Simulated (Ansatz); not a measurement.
Cost and result for the atomization energy of C2H3BrO, SMILES `CC(=O)Br` (7 atoms, 6 bonds).

Total charge 0; spin multiplicity 1. Correlated methods include outer-core shells of Br, which these sets cover unevenly. Scalar relativity is left out up to krypton. The geometry is a stationary point of PBE0-D4/def2-TZVP. Program: Ansatz. All runs use 4 threads of an Intel Xeon Platinum 8375C on a shared host. Times are those of one run each, without the atoms' runs, and a repeat can differ threefold. Electronic energies, without spin–orbit coupling; frozen cores. CCSD(T)/CBS adds CCSD(T) − MP2 in def2-TZVPP to the MP2 limit, and its time is that of the two runs behind it. T1 = 0.013. With those shells the extrapolation isn't a true limit. B3LYP takes the VWN-RPA correlation (the form of Gaussian; ORCA's B3LYP/G). HSE06 is the plane-wave form, built on full-range PBE exchange.

CCSD(T)/CBS is a level of theory with its own doubt, some kJ/mol a heavy atom from the limit and from the frozen cores, so smaller differences don't rank the functionals.

| level | functions | wall time |
| --- | --- | --- |
| LDA (SPW92)/def2-TZVPP | 183 | 0.75 s |
| BLYP-D4/def2-TZVPP | 183 | 1.1 s |
| HSE06-D4/def2-TZVPP | 183 | 2 s |
| B3LYP-D4/def2-TZVPP (with forces) | 183 | 2 s |
| CAM-B3LYP-D4/def2-TZVPP | 183 | 2 s |
| r2SCAN-D4/def2-TZVPP (with forces) | 183 | 2.3 s |
| CCSD(T)/def2-SVP | 89 | 2.7 s |
| B2PLYP/def2-TZVPP | 183 | 3.2 s |
| ωB97X-V/def2-TZVPP | 183 | 3.6 s |
| ωB97M-V/def2-TZVPP (with forces) | 183 | 4.7 s |
| MP2/def2-QZVPP | 350 | 10 s |
| CCSD(T)/def2-TZVPP | 183 | 32 s |
| CCSD(T)/CBS(def2) | – | 42 s |

Problem. What atomization energy does each give, and how far from CCSD(T)/CBS? (Best estimate.)

Solution. The calculation gave: 
```csv
level,atomization (kJ/mol),difference from CCSD(T)/CBS,per bond
LDA (SPW92)/def2-TZVPP,3223.3,478.7,79.8
BLYP-D4/def2-TZVPP,2769.8,25.2,4.2
HSE06-D4/def2-TZVPP,2773.4,28.8,4.8
B3LYP-D4/def2-TZVPP (with forces),2744.0,-0.6,-0.1
CAM-B3LYP-D4/def2-TZVPP,2745.2,0.6,0.1
r2SCAN-D4/def2-TZVPP (with forces),2774.6,30.0,5.0
CCSD(T)/def2-SVP,2608.7,-135.9,-22.6
B2PLYP/def2-TZVPP,2721.6,-23.0,-3.8
ωB97X-V/def2-TZVPP,2742.4,-2.2,-0.4
ωB97M-V/def2-TZVPP (with forces),2745.8,1.2,0.2
MP2/def2-QZVPP,2795.3,50.7,8.5
CCSD(T)/def2-TZVPP,2668.9,-75.7,-12.6
CCSD(T)/CBS(def2),2744.6,0.0,0.0
```

In def2-TZVPP, CCSD(T) changes the Hartree–Fock value by +753.9 kJ/mol (the triples alone add +59.4 kJ/mol) and MP2 by +836.0 kJ/mol; breaking electron pairs costs correlation energy, which Hartree–Fock lacks. From r2SCAN to r2SCAN0 (25 % exact exchange), in def2-TZVPP and without D4, the atomization energy moves by −73.4 kJ/mol: exact exchange takes away binding that semilocal exchange gives to molecules. The D4 term adds +20.8 kJ/mol with B3LYP and +10.6 kJ/mol with PBE0; it sums over pairs of atoms, weighted by their polarisabilities, and B3LYP, whose exchange is more repulsive, gets the larger term.
